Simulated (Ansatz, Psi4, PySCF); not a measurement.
C6H11O (SMILES C[C](C)CC(C)=O), doublet, geometry from GFN2-xTB. Base run: MP2/STO-3G (PySCF).

Input for PySCF:
```python
from pyscf import gto, scf, mp

mol = gto.M(
    atom='''
C    -0.97511288    1.58097870   -0.94203304
C    -0.96231969    0.53522561    0.11085503
C    -1.97227886   -0.54738907    0.09058227
C     0.15344713    0.42274369    1.07514839
C     1.00349514   -0.56158825    0.27571600
C     2.07304886    0.06860748   -0.57898108
O     0.77513768   -1.75479997    0.28390729
H    -1.96906957    2.02875190   -1.00777574
H    -0.25662568    2.37086978   -0.73304793
H    -0.75760249    1.16387695   -1.93176553
H    -2.62178701   -0.47275434   -0.77775111
H    -2.58934883   -0.52972765    0.99332890
H    -1.46799437   -1.52046669    0.07946754
H    -0.16180915   -0.03317521    2.01389098
H     0.67421938    1.36181235    1.24929421
H     1.65956405    0.85865389   -1.19986032
H     2.53323844   -0.68746312   -1.21024054
H     2.83443576    0.50655300    0.06547593
''',
    basis='sto-3g',
    spin=1,
    verbose=4,
)

mf = scf.UHF(mol)
mf.kernel()

pt = mp.MP2(mf)
pt.kernel()
print('E(MP2) = %.10f' % pt.e_tot)
```

The same geometry, method and basis name were run in Ansatz (a first-principles code) and Psi4 and PySCF, at each program's defaults and at the settings that a row names. The base is PySCF at its defaults. Differences at the defaults can come from grids, fitting, cores and function types together. The rows with settings made alike still differ; the cause (another SCF solution, basis table, core potential or functional code) wasn't traced.

| code and settings | ΔE vs base (mEh) | basis functions | E (Eh) | SCF cycles | outcome |
|---|---|---|---|---|---|
| PySCF, defaults (exact integrals, spherical functions, all electrons correlated) | 0.000 | 46 | -304.97900 | 18 | converged |
| Psi4, defaults (density fitting with its default set, spherical functions, all electrons correlated) | -0.707 | 46 | -304.97970 | 20 | converged |
| Ansatz, defaults (factorised integrals, spherical functions, frozen core) | 21.313 | 46 | -304.95768 | - | another SCF solution |
| PySCF, frozen core | 2.928 | 46 | -304.97607 | 18 | converged |
| Psi4, exact integrals, spherical functions, frozen core | 2.924 | 46 | -304.97607 | 20 | converged |
| Ansatz, high accuracy, frozen core | 21.265 | 46 | -304.95773 | - | another SCF solution |

A guess, shift, damping, solver or small numerical setting can't move a converged solution much, so rows marked as another SCF solution ended in a different state.

Open shells are given as the SCF converged; they aren't shown to be the lowest states, and a large step between rows can be another state.
